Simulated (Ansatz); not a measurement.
`CN[SiH2][AsH2]`. The species carries charge 0 and has multiplicity 1.

```xyz
12

C     0.9979   -0.4421    1.6021
N     0.5850    0.0383    0.2997
Si   -1.0219   -0.0971   -0.2843
As   -1.1813    0.5220   -2.5560
H     2.0616   -0.6966    1.6030
H     0.4493   -1.3563    1.8436
H     0.8175    0.2743    2.4142
H     1.1496    0.7935   -0.0547
H    -2.0369    0.7383    0.4309
H    -1.4454   -1.5146   -0.1200
H    -0.5262    1.8703   -2.2803
H     0.1510   -0.1301   -2.8981
```

List the harmonic frequencies (cm⁻¹, unscaled) at PBE0-D4/def2-TZVP in Ansatz. (An estimate is asked.)

The calculation gave: 64, 111, 127, 146, 245, 369, 416, 432, 566, 682, 736, 797, 853, 965, 991, 1102, 1141, 1147, 1403, 1457, 1486, 1514, 2158, 2201, 2210, 2220, 3005, 3072, 3109, 3629.

Is this a minimum?

Yes, all 30 modes are real.

Give the ideal-gas thermochemistry at 298.15 K and 1 bar (rigid rotor, harmonic oscillator; point group C1, symmetry number 1).

Zero-point energy 229.4 kJ/mol; H(298) − E = 252.4 kJ/mol; entropy 367.4 J/(mol·K), of which translation 170.2, rotation 114.2, vibration 82.9; G(298) − E = 142.9 kJ/mol. Modes under 100 cm⁻¹ are hindered rotations or soft bends, so the harmonic entropy is rough.

And at 400, 500, 600, 800 and 1000 K?


```
T (K)  H − E (kJ/mol)  S (J/mol/K)  G − E (kJ/mol)
  400           265.4        404.7           103.5
  500           280.2        437.7            61.4
  600           296.7        467.8            16.1
  800           334.1        521.3           -83.0
 1000           375.7        567.7          -192.0
```
